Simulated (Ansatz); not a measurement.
`[NH2][AlH][AlH2]` + CH₃NH₂ → `C[NH][AlH][NH2]` + `[AlH3]` at 500 K and 1 bar (cleavage of the Al–Al bond).

Gas-phase electronic energies from Ansatz, PBE0-D4/def2-TZVP geometries. CCSD(T)/CBS adds triple-zeta CCSD(T) − MP2 to the extrapolated MP2 energy (def2 sets, frozen cores). This one scheme is used for every species. Each species was taken in one conformer, which may not be the lowest.

```tsv
species	CCSD(T)/CBS energy (Eh)	H − E (kJ/mol)	S (J/(mol·K))
`[NH2][AlH][AlH2]`	-541.74510	162.7	392.6
CH₃NH₂	-95.75281	191.8	270.3
`C[NH][AlH][NH2]`	-393.74880	273.8	398.8
`[AlH3]`	-243.78045	68.7	232.2
```

H − E and S are ideal-gas, rigid-rotor, harmonic terms from PBE0-D4/def2-TZVP, for one conformer and one mirror image of each species. 1 Eh = 2625.50 kJ/mol, R = 8.31446 J/(mol·K).

**Question.** By hand: ΔE, ΔH, ΔS and ΔG.

**Answer.** ΔE = (-393.74880) + (-243.78045) − (-541.74510) − (-95.75281) = -0.03134 Eh = -82.3 kJ/mol. Δ(H − E) = 273.8 + 68.7 − 162.7 − 191.8 = -12.0, so ΔH = -94.3 kJ/mol. ΔS = 398.8 + 232.2 − 392.6 − 270.3 = -31.9 J/(mol·K). ΔG = -94.3 − 500 × (-31.9)/1000 = -78.3 kJ/mol.

**Question.** By hand: the equilibrium constant, and the temperature at which ΔG would vanish if ΔH and ΔS stayed fixed.

**Answer.** log₁₀ K = −ΔG/(RT ln 10) = 8.2. ΔG = 0 at ΔH/ΔS = 2956 K, far beyond where these terms or the molecules hold.

ΔH outweighs TΔS. A doubt of 5 kJ/mol in ΔE shifts log₁₀ K by 0.5 here. Other conformers and mirror images would add mixing entropy, several J/(mol·K) or more a flexible species. Modes under 60 cm⁻¹, often nearly free rotors, make the harmonic entropy too high. These are equilibria of isolated gas molecules and say nothing of rates. Largest T1 diagnostic: 0.012 (customary marks: 0.02 for closed shells, 0.045 for open ones).
